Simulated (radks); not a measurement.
Results of a calculation; reference values are marked as such.
Problem. Br3+, configuration [Ar] 3d10 4s2 4p2. Code: a radial shooting solver on a logarithmic mesh with Libxc functionals. Model: Dirac Kohn-Sham, HCTH/407, spin-unpolarised, spherical densities, point nucleus; open shells fill j = l - 1/2 first. Some entries of the table are withheld. Estimate them.

orbital  occ.  eigenvalue (Ry)  r(max) (bohr)
1s1/2       2        -981.0104            (1)
2s1/2       2        -130.3740         0.1593
2p1/2       2              (2)         0.1252
2p3/2       4              (3)         0.1284
3s1/2       2        -20.42224         0.4840
3p1/2       2        -16.02882            (4)
3p3/2       4        -15.52383            (5)
3d3/2       4         -7.88102            (6)
3d5/2       6         -7.79989            (7)
4s1/2       2              (8)          1.369
4p1/2       2         -2.98004            (9)
4p3/2       0         -2.92607           (10)

Solution. 
(1) 1s1/2 r(max) (bohr): 0.02793
(2) 2p1/2 eigenvalue (Ry): -117.8027
(3) 2p3/2 eigenvalue (Ry): -114.3093
(4) 3p1/2 r(max) (bohr): 0.4749
(5) 3p3/2 r(max) (bohr): 0.4835
(6) 3d3/2 r(max) (bohr): 0.4279
(7) 3d5/2 r(max) (bohr): 0.4307
(8) 4s1/2 eigenvalue (Ry): -3.99671
(9) 4p1/2 r(max) (bohr): 1.519
(10) 4p3/2 r(max) (bohr): 1.544
